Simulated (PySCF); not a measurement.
Frontier levels across methods

Compound: C₄H₆BN.
Structure used (PBE0-D3(BJ)/def2-SVP), in Å, numbered top down from 1:
```xyz
12
C4H6BN angstrom
C      1.792    1.576   -0.674
C      1.489    0.402   -0.589
C      1.190   -0.988   -0.509
C     -0.006   -1.531   -0.187
B     -1.338   -0.794    0.195
N     -1.496    0.583    0.081
H      2.065    2.613   -0.748
H      2.042   -1.642   -0.739
H     -0.022   -2.627   -0.183
H     -2.277   -1.441    0.609
H     -2.353    1.052    0.337
H     -0.760    1.198   -0.246
```

Basis pcSseg-2 throughout (PySCF), one geometry. The structure is a single PBE0-D3(BJ)/def2-SVP conformer in the gas phase; no vibrational or solvent corrections.

How do the orbital energies, the gap and the dipole change with the method?

| method | kind | HOMO (eV) | LUMO (eV) | gap (eV) | μ (D) | SCF cycles |
| --- | --- | --- | --- | --- | --- | --- |
| BLYP | GGA | -5.96 | -2.41 | 3.56 | 1.46 | 17 |
| B97-D | GGA | -6.06 | -2.45 | 3.61 | 1.44 | 18 |
| OPBE | GGA | -6.12 | -2.49 | 3.63 | 1.48 | 17 |
| KT3 | GGA | -6.12 | -2.51 | 3.61 | 1.43 | 17 |
| KT2 | GGA | -6.13 | -2.55 | 3.58 | 1.45 | 18 |
| PBE | GGA | -6.14 | -2.57 | 3.57 | 1.48 | 17 |
| BP86 | GGA | -6.22 | -2.65 | 3.57 | 1.48 | 18 |
| LDA | LDA | -6.34 | -2.80 | 3.54 | 1.50 | 17 |
| B97-2 | global hybrid | -6.91 | -1.73 | 5.19 | 1.38 | 14 |
| B3LYP | global hybrid | -6.94 | -1.88 | 5.06 | 1.38 | 15 |
| PBE0 | global hybrid | -7.16 | -1.71 | 5.46 | 1.39 | 14 |
| mPW1PW91 | global hybrid | -7.18 | -1.71 | 5.46 | 1.38 | 14 |
| BHandHLYP | global hybrid | -8.02 | -0.69 | 7.33 | 1.28 | 13 |
| CAM-B3LYP | range-separated hybrid | -8.39 | -0.61 | 7.77 | 1.34 | 14 |
| wB97X-D | range-separated hybrid | -8.91 | 0.04 | 8.96 | 1.36 | 14 |
| HF | Hartree–Fock | -9.31 | 1.79 | 11.10 | 1.16 | 13 |
| LC-wPBE | range-separated hybrid | -9.73 | 0.45 | 10.18 | 1.33 | 14 |

The HOMO spans 3.77 eV, from BLYP down to LC-wPBE, and the gap runs from 3.54 eV (LDA) to 11.10 eV (HF). Over the methods BLYP (0 %), B97-D (0 %), OPBE (0 %), KT3 (0 %), KT2 (0 %), PBE (0 %), BP86 (0 %), LDA (0 %), B97-2 (21 %), B3LYP (20 %), PBE0 (25 %), mPW1PW91 (25 %), BHandHLYP (50 %), HF (100 %), a straight line through the gap against the share of exact exchange rises by 0.75 eV for each 10 % (correlation coefficient 1.000). The dipole ranges from 1.16 D (HF) to 1.50 D (LDA). This basis has no diffuse functions.
